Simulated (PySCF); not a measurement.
A calculated (LDA, PySCF 2.14, 6-31G*, no relativity, point nucleus) atom or ion has these occupied shells.

```json
{"shell": "1s α", "electrons": "1", "orbital energy (eV)": "-3923.0", "rms radius, mean of both spins (bohr)": "0.0897"}
{"shell": "1s β", "electrons": "1", "orbital energy (eV)": "-3923.0", "rms radius, mean of both spins (bohr)": "0.0897"}
{"shell": "2s α", "electrons": "1", "orbital energy (eV)": "-416.88", "rms radius, mean of both spins (bohr)": "0.398"}
{"shell": "2s β", "electrons": "1", "orbital energy (eV)": "-416.85", "rms radius, mean of both spins (bohr)": "0.398"}
{"shell": "2p α", "electrons": "3", "orbital energy (eV)": "-341.77", "rms radius, mean of both spins (bohr)": "0.365"}
{"shell": "2p β", "electrons": "3", "orbital energy (eV)": "-341.74", "rms radius, mean of both spins (bohr)": "0.365"}
{"shell": "3s α", "electrons": "1", "orbital energy (eV)": "-53.810", "rms radius, mean of both spins (bohr)": "1.25"}
{"shell": "3s β", "electrons": "1", "orbital energy (eV)": "-53.730", "rms radius, mean of both spins (bohr)": "1.25"}
{"shell": "3p α", "electrons": "3", "orbital energy (eV)": "-35.355", "rms radius, mean of both spins (bohr)": "1.38"}
{"shell": "3p β", "electrons": "3", "orbital energy (eV)": "-35.245", "rms radius, mean of both spins (bohr)": "1.38"}
{"shell": "4s α", "electrons": "1", "orbital energy (eV)": "-9.508", "rms radius, mean of both spins (bohr)": "3.86"}
```

(1) Name the element and its charge.

Answers

(1) Ca⁺ (calcium, charge +1), in [Ar] 4s1, 2S determinant.
